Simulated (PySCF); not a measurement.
A side-by-side comparison of computed properties.

First species: C7H10O.
Geometry (GFN2-xTB, Å), atoms numbered from 1 in this order:
```
atom  x, y, z in Å
C1    -2.233    0.363   -0.914
C2    -1.263   -0.113    0.141
C3    -1.626   -0.211    1.380
O4    -1.967   -0.315    2.494
C5     0.144   -0.395   -0.310
C6     1.070    0.830   -0.496
C7     2.176    0.082    0.263
C8     1.145   -0.966    0.710
H9    -1.844    1.261   -1.393
H10   -3.203    0.589   -0.479
H11   -2.361   -0.406   -1.675
H12    0.103   -0.999   -1.220
H13    0.709    1.704    0.043
H14    1.292    1.112   -1.523
H15    2.935   -0.331   -0.397
H16    2.667    0.638    1.059
H17    0.822   -0.828    1.739
H18    1.426   -2.008    0.566
```

Second species: C₅H₉NOS.
Z-matrix (Å and degrees, GFN2-xTB geometry), rows numbered from 1:
```
N 
C   1  1.4565
C   2  1.5019  1  107.93
C   3  1.3192  2  126.50  1  -133.90
S   4  1.8147  3  126.07  2     0.54
O   5  1.4641  4  105.17  3  -133.48
C   5  1.8528  4   93.92  3   -24.15
C   7  1.5150  5  107.03  4    57.52
H   1  1.0138  2  110.63  3  -176.79
H   1  1.0149  2  110.22  3    63.83
H   2  1.1008  1  106.20  3   114.65
H   3  1.0826  2  113.24  1    46.29
H   4  1.0787  3  122.34  2  -179.12
H   7  1.0893  5  106.97  4   177.84
H   7  1.0883  5  108.20  4   -64.47
H   8  1.0940  2  109.11  1   -67.45
H   8  1.0949  2  109.18  1    50.19
```

Levels: CAM-B3LYP/def2-SVPD for HOMO energy, LUMO energy, HOMO–LUMO gap and static isotropic polarisability; TDDFT CAM-B3LYP/def2-SVPD for lowest singlet excitation; TDA CAM-B3LYP/def2-SVPD for lowest triplet excitation (Tamm–Dancoff). Geometries: GFN2-xTB. Each species is one conformer at its optimised geometry, gas phase, non-relativistic unless stated; the electronic structure was computed with PySCF and density fitting.

Dipoles, sizes and rotational constants follow the conformer. The torsions of the flexible species, by atom-mapped SMILES:
- `[CH3:1][C:2](=[C:3]=[O:4])[CH:5]1[CH2:6][CH2:7][CH2:8]1`: C1–C2–C5–C6 79°

The conformers of `N[C@@H]1C=C[S@@](=O)CC1` aren't listed.

Values for the first species:

| Quantity | Value |
| --- | --- |
| HOMO energy | -7.58 eV |
| LUMO energy | 0.44 eV |
| HOMO–LUMO gap | 8.02 eV |
| Lowest singlet excitation | 3.40 eV |
| Lowest triplet excitation (Tamm–Dancoff) | 3.03 eV |
| Static isotropic polarisability | 81.6 au |

Question: Estimate the same properties for the second species, and the change in each.

Answer: 
| property | first | second | second less first |
| --- | --- | --- | --- |
| HOMO energy | -7.58 eV | -8.06 eV | -0.48 eV |
| LUMO energy | 0.44 eV | 0.31 eV | -0.13 eV |
| HOMO–LUMO gap | 8.02 eV | 8.37 eV | +0.35 eV |
| lowest singlet excitation | 3.40 eV | 5.10 eV | +1.70 eV |
| lowest triplet excitation (Tamm–Dancoff) | 3.03 eV | 4.20 eV | +1.17 eV |
| static isotropic polarisability | 81.6 au | 89.3 au | +7.7 au |

On the first: S1 lies 4.62 eV below the HOMO–LUMO gap; its leading configuration is HOMO→LUMO, weight 0.96. In wavenumbers S1 is 27400 cm⁻¹ (1 eV = 8065.54 cm⁻¹).

On the second: No computed singlet falls in the visible range (750 to 380 nm, 1.65 to 3.26 eV); S1 lies 1.84 eV above its blue end. S1 lies 3.27 eV below the HOMO–LUMO gap; its leading configuration is HOMO→LUMO, weight 0.85.
